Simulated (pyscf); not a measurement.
Structures and frequencies: ωB97X-D3(BJ)/def2-SVP in PySCF. Correlated levels are frozen-core, on RHF or UHF. ΔMP2 is the change of the MP2 total energy from the triple- to the quadruple-zeta basis.

Task: Estimate by transition-state theory (the high-pressure limit) the rate constant of •HC=CH–C≡N → cyclic C₃H₂N (SMILES [N]=c1cc1) [doublet] (doublet surface; none broken, C–C formed) at 900 K, with CCSD(T)/def2-TZVPP + ΔMP2(QZVPP) energies (ideal gas, 1 atm, RRHO with modes under 100 cm⁻¹ raised to 100, one conformer, R ln 2 for rigid chiral ones; no tunnelling).

Result: The electronic barrier is 29.5 kcal/mol and the thermal terms add +0.2, so ΔG‡ = 29.7 kcal/mol. With k_BT/h = 1.88e+13 s⁻¹ and RT = 1.788 kcal/mol, k = 1.1e+06 s⁻¹; so small a molecule is far into fall-off at 1 atm, where the true rate is lower. Wigner's tunnelling factor for 811i cm⁻¹ would be 1.07. The way back has so low a barrier that the product returns at once, so this is no net rate. A shift of 1 kcal/mol in the barrier changes k by a factor 1.7. •HC=CH–C≡N lies 7.5 kcal/mol over its isomer H₂C=C•–C≡N, and others may lie lower still (electronic energy, ωB97M-D3(BJ)). cyclic C₃H₂N (SMILES [N]=c1cc1) [doublet] lies 30.0 kcal/mol over its isomer H₂C=C•–C≡N, and others may lie lower still (electronic energy, ωB97M-D3(BJ)). This is the saddle that the search found; another between the same sides may lie lower. The CCSD(T) − MP2 part came from Ansatz, without density fitting, on the same reference. An open-shell T1 diagnostic exceeds 0.045. A UHF reference is spin-contaminated (<S²> up to 1.15), which harms MP2 most.
